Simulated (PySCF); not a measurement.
**Excitation energy of Al by level of theory**

Al [Ne] 3s2 3p1 (2P) → Al [Ne] 3s1 3p2 (4P), as a difference of total energies. Computed with PySCF 2.14 in aug-cc-pV(Q+d)Z with one added diffuse shell each of s, p, d, f, g type (8s7p6d4f3g, 114 functions), with no relativity, point nucleus. Correlated levels: valence: [Ne] frozen. The calculations carry no spin-orbit coupling.

Question: Order these methods by the excitation energy they give, lowest first.
A. MP2 (valence)
B. LDA
C. SCS-MP2 (valence)
D. PBE0

Answer: A (25562 cm⁻¹), D (27723 cm⁻¹), C (28128 cm⁻¹), B (29577 cm⁻¹).

Errors of the correlated levels include the incompleteness of this basis and the frozen core.

For comparison: 29022 cm⁻¹ (measured; NIST levels, between the centres of gravity of the two terms).
